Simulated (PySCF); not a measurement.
# Computed properties of Ge(I)(OH) (GeHIO), SMILES [OH][Ge][I]

GeHIO, SMILES [OH][Ge][I] (connectivity only; charge and spin as stated), neutral, multiplicity 1. Geometry: PBE0-D3(BJ)/def2-TZVP. The def2 effective core potentials stand for the cores of I; spin–orbit coupling is left out. Other conformers were not sampled. All values are computed for the isolated molecule unless a solvent is named; none is compared with measurement here.

**Structure.** The optimised structure has Cs symmetry. All 6 harmonic modes at PBE0-D3(BJ)/def2-TZVP (PySCF) are real, so it is a minimum. With heavy atoms numbered as in [Ge:1]([I:2])[OH:3], the shortest bond between them is Ge1–O3 at 1.784 Å and the longest Ge1–I2 at 2.558 Å.

**Vibrations.** The strongest infrared lines (harmonic, unscaled, degenerate partners summed) lie at 689 cm⁻¹ (119 km/mol, O 79 %, Ge 19 %), 3854 cm⁻¹ (109 km/mol, H 94 %), 833 cm⁻¹ (108 km/mol, H 91 %, O 9 %). The softest mode is at 167 cm⁻¹ and the zero-point energy is 8.9 kcal/mol.

**Electronic structure.** r2SCAN/def2-TZVPD (PySCF) places the frontier levels at -6.48 and -3.23 eV, a gap of 3.25 eV, and gives a dipole moment of 2.85 D and a mean polarisability of 76.8 bohr³.

**Excitations.** TDA-CAM-B3LYP/def2-SVPD (PySCF) has S1 at 3.68 eV (337 nm, f = 0.015, weak); the most intense of the 10 singlets computed lies at 6.12 eV (f = 0.41). T1 (TDA) is at 2.67 eV, 1.01 eV under S1. No vertical singlet excitation falls in the visible range (under 3.1 eV).
